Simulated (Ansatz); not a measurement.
Reactions of `[GeH3][CH]1N=CO1`.

Isolated molecules relaxed with PBE0-D4/def2-TZVP in Ansatz; ΔE leaves out vibrations. CCSD(T)/CBS is the MP2 limit (def2-TZVPP, def2-QZVPP) plus CCSD(T) − MP2 in def2-TZVPP, frozen cores. Functionals use def2-TZVPP. For Ge outer-core shells are correlated without core-valence functions, which leaves a few kJ/mol of doubt a bond. Scalar relativity is left out up to krypton. Each species was taken in one conformer, which may not be the lowest.

| reaction | r2SCAN-D4 (kJ/mol) | PBE0-D4 (kJ/mol) |
| --- | --- | --- |
| `[GeH3][CH]1N=CO1` + `N=C1O[SiH2]1` → `[GeH3]/[N]=C1\O[SiH2]1` + `C1=NCO1` | -28 | -27 |
| `[GeH3][CH]1N=CO1` + `OPO` → `O[P](O)[GeH3]` + `C1=NCO1` | -29 | -29 |
| `[GeH3][CH]1N=CO1` + `NB(O)F` → `NB(F)[O][GeH3]` + `C1=NCO1` | -54 | -49 |
| `[GeH3][CH]1N=CO1` + `C[SiH2]BN` → `N[BH][GeH3]` + `C[SiH2]C1N=CO1` | -30 | -28 |
| `[GeH3][CH]1N=CO1` + `CCN[SiH2]Cl` → `CC[N]([GeH3])[SiH2]Cl` + `C1=NCO1` | -21 | -22 |
| `[GeH3][CH]1N=CO1` + `NC#CO` → `NC#C[O][GeH3]` + `C1=NCO1` | -50 | -45 |
| `[GeH3][CH]1N=CO1` + `O[SiH](F)F` → `F[SiH](F)[O][GeH3]` + `C1=NCO1` | -57 | -54 |

Give the CCSD(T)/CBS values in the same order. (An estimate is asked.)

The calculation gave: -29, -19, -51, -30, -27, -47, -55 kJ/mol.

Largest T1 diagnostic: 0.017, for `N=C1O[SiH2]1`.
